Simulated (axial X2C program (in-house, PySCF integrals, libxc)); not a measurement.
# Photoelectron levels of SeF⁻ by EOM-IP-CCSD

Computed with an axial X2C code built on PySCF integrals: two-component X2C with atomic mean-field Coulomb and Gaunt terms, Gaussian nuclei, basis Se dyall-acv3z, F dyall-av3z with contracted cores.

R = 1.847 Å (near the PBE0 minimum at charge -1 of the determinant lowest at the starting distance; the state shown can have its own minimum elsewhere).

Hartree–Fock spinors of SeF⁻ (one of each Kramers pair; a window near the gap, which can cut inner shells):

```json
{"ω": "1/2", "occupied": "yes", "ε (eV)": "-17.22", "character": "65% Se s, 28% F p, 4% F s"}
{"ω": "1/2", "occupied": "yes", "ε (eV)": "-10.91", "character": "91% F p, 4% Se p, 2% Se f"}
{"ω": "3/2", "occupied": "yes", "ε (eV)": "-10.85", "character": "92% F p, 4% Se p, 2% Se f"}
{"ω": "1/2", "occupied": "yes", "ε (eV)": "-9.86", "character": "62% F p, 18% Se p, 15% Se s"}
{"ω": "1/2", "occupied": "yes", "ε (eV)": "-2.95", "character": "89% Se p, 6% F p, 2% F d"}
{"ω": "3/2", "occupied": "yes", "ε (eV)": "-2.66", "character": "89% Se p, 6% F p, 2% F d"}
{"ω": "1/2", "occupied": "no", "ε (eV)": "5.12", "character": "88% Se p, 9% Se s"}
{"ω": "1/2", "occupied": "no", "ε (eV)": "5.59", "character": "98% Se p"}
{"ω": "3/2", "occupied": "no", "ε (eV)": "5.61", "character": "99% Se p"}
{"ω": "1/2", "occupied": "no", "ε (eV)": "5.71", "character": "75% Se s, 18% F p, 6% Se p"}
{"ω": "1/2", "occupied": "no", "ε (eV)": "8.31", "character": "68% F p, 17% Se s, 6% Se d"}
{"ω": "1/2", "occupied": "no", "ε (eV)": "8.42", "character": "60% Se p, 19% Se d, 10% F p"}
```

Vertical detachment energies of SeF⁻ to the states of SeF:

| Ω of SeF | vertical detachment energy (eV) | above lowest (cm⁻¹) | ionised spinor | one-hole weight |
| --- | --- | --- | --- | --- |
| 3/2 | 2.362 | 0 | 87% Se pπ, 8% F pπ | 0.94 |
| 1/2 | 2.594 | 1873 | 86% Se pπ, 8% F pπ | 0.94 |
| 3/2 | 8.212 | 47178 | 90% F pπ | 0.90 |
| 1/2 | 8.253 | 47515 | 88% F pπ, 6% Se pπ | 0.90 |

(1) How far does the lowest EOM-IP-CCSD energy lie from the Koopmans value −ε of the highest filled spinor?

(2) What is the splitting of the first π pair in the table, and is it regular or inverted?

This point took 18 s on 1 thread of Arm Neoverse N1, on a shared host.

Reference electrons by ω block (each with its −ω partner): 1/2: 15, 3/2: 6, 5/2: 1. 14 electrons of SeF⁻ correlated (inner shells frozen), 92 natural virtual spinors (a truncated set); levels can be off by some tenths of an eV. Roots sought by Ω: (1/2: 4, 3/2: 3, 5/2: 1); rows need 60 % one-particle weight and stop where some Ω has no more roots. Missing are any skipped roots, higher Ω and states of a further excitation; these come out far too high here and may in truth be low or lowest. T1 of the reference 0.013 (Lee–Taylor). Number of frozen shells: Se 3 s, 2 p, 1 d; F 1 s.

## Answers

(1) 2.362 eV against 2.66 eV, a shift of -0.30 eV: relaxation of the final state lowers the energy and the loss of correlation raises it.

(2) E(3/2) − E(1/2) = 0 − 1873 = -1873 cm⁻¹ at EOM-IP-CCSD: inverted, Ω = 3/2 lower. Splittings at this level can be off by ten to twenty per cent.
